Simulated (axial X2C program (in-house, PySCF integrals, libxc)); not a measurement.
**Potential curves of LiBa⁺, 2c**

Computed with an axial X2C code built on PySCF integrals. Two-component (2c) means X2C with spin–orbit coupling and atomic mean-field two-electron Coulomb and Gaunt terms. Basis: Ba dyall-cv3z [14s14p9d5f1g], Li dyall-cv3z [7s8p2d] (cores contracted in-house); Gaussian nuclei, density fitting, unrestricted open shells. Masses: Ba 137.905 u, Li 7.016 u.

State: Ω = 0 (closed shell). Energies in cm⁻¹ from the fragments at the same level (Ba+ + Li). Fits are polynomials in 1 − R0/R over 0.85 to 1.23 times the lowest point R0.

| R (Å) | CCSD(T) | MP2 |
| --- | --- | --- |
| 3.0833 |  | -7696 |
| 3.2250 | -10512 | -8674 |
| 3.3314 | -10971 | -9137 |
| 3.4377 | -11249 | -9412 |
| 3.5440 | -11378 | -9535 |
| 3.6680 | -11380 | -9525 |
| 3.7921 | -11256 | -9387 |
| 3.9516 | -10958 | -9068 |
| 4.1465 |  | -8534 |
| 4.4300 |  | -7601 |

Correlated methods: 10 electrons correlated (number of frozen shells: Ba 4 s, 3 p, 2 d; Li 1 s), 272 virtual spin orbitals or spinors in MP2.

The state is one determinant whose occupation by symmetry is held fixed; it was picked as the lowest of a PBE0 search that is not exhaustive. Closed shells are restricted here (equal orbitals for both partners); the stretched side of such a curve lies too high. Dissociation energies refer to the lowest single-determinant-based atoms at the same level and basis. Coupled cluster ran in a truncated set of natural virtual spinors; the MP2 energy of the rest was added. (T) has no such correction and the atoms are truncated less, which lowers De at CCSD(T) by a hundredth of an eV or more. The T1 diagnostic is large, a sign of multireference character. Coupled cluster ran on the points near the minimum only. MP2 and coupled cluster on one determinant become unreliable at the stretched end.

Q: Fit the CCSD(T) curve near its minimum: give the equilibrium distance, the harmonic wavenumber and the well depth.

A: At CCSD(T), 2c: Re = 3.606 Å, ωe ≈ 216 cm⁻¹, De = 1.41 eV to Ba+ + Li; Be follows as 0.194 cm⁻¹.

Q: What are Re, ωe and De at the MP2 level?

A: At MP2, 2c: Re = 3.596 Å, ωe ≈ 222 cm⁻¹, De = 1.18 eV to Ba+ + Li; Be follows as 0.195 cm⁻¹.
